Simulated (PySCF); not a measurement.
Phosphorus: a sound run and one with changed settings

Sound run: P⁺ [Ne] 3s2 3p2, P²⁺ [Ne] 3s2 3p1. Calculation: PySCF 2.14, in cc-pVDZ-DK (4s3p1d, 18 functions); the spin-free X2C one-electron Hamiltonian (Gaussian nucleus). The sound run starts from symmetry-adapted Hartree-Fock orbitals and uses a fine grid where one is needed.

Changed run: initial guess minao, at most 50 SCF cycles, level shift 10.0 hartree.

```
species  method  sound run (hartree)  changed run (hartree)  converged
     P⁺     UHF           -341.15877             -341.15877         no
     P⁺     PBE           -341.53798             -341.53795         no
     P⁺    PBE0           -341.56715             -341.56713         no
    P²⁺     UHF           -340.45437             -340.45437         no
    P²⁺     PBE           -340.81047             -340.81043         no
    P²⁺    PBE0           -340.83854             -340.83852         no
```

A level shift slows the SCF but leaves a converged energy unchanged.
